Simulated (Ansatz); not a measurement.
`ClB(Br)Br`. The species carries charge 0 and has multiplicity 1.

| atom | x (Å) | y (Å) | z (Å) |
| --- | --- | --- | --- |
| Cl1 | 1.3945 | -0.4618 | -0.9956 |
| B2 | 0.0332 | -0.0110 | -0.0237 |
| Br3 | -0.4742 | -1.0845 | 1.4581 |
| Br4 | -0.9535 | 1.5573 | -0.4388 |

(1) List the harmonic frequencies (cm⁻¹, unscaled) at PBE0-D4/def2-TZVP in Ansatz. (An estimate is asked.)

(2) Is this a minimum?

(3) Give the ideal-gas thermochemistry at 298.15 K and 1 bar (rigid rotor, harmonic oscillator; point group C2v, symmetry number 2).

(4) And at 400, 500, 600, 800 and 1000 K?

## Answers

(1) The calculation gave: 166, 197, 350, 410, 841, 938.

(2) Yes, all 6 modes are real.

(3) Zero-point energy 17.4 kJ/mol; H(298) − E = 32.4 kJ/mol; entropy 321.8 J/(mol·K), of which translation 175.3, rotation 117.1, vibration 29.4; G(298) − E = -63.5 kJ/mol.

(4) 
| T (K) | H − E (kJ/mol) | S (J/mol/K) | G − E (kJ/mol) |
| --- | --- | --- | --- |
| 400 | 39.4 | 342.0 | -97.4 |
| 500 | 46.7 | 358.2 | -132.4 |
| 600 | 54.3 | 372.0 | -168.9 |
| 800 | 69.9 | 394.5 | -245.7 |
| 1000 | 85.9 | 412.3 | -326.4 |
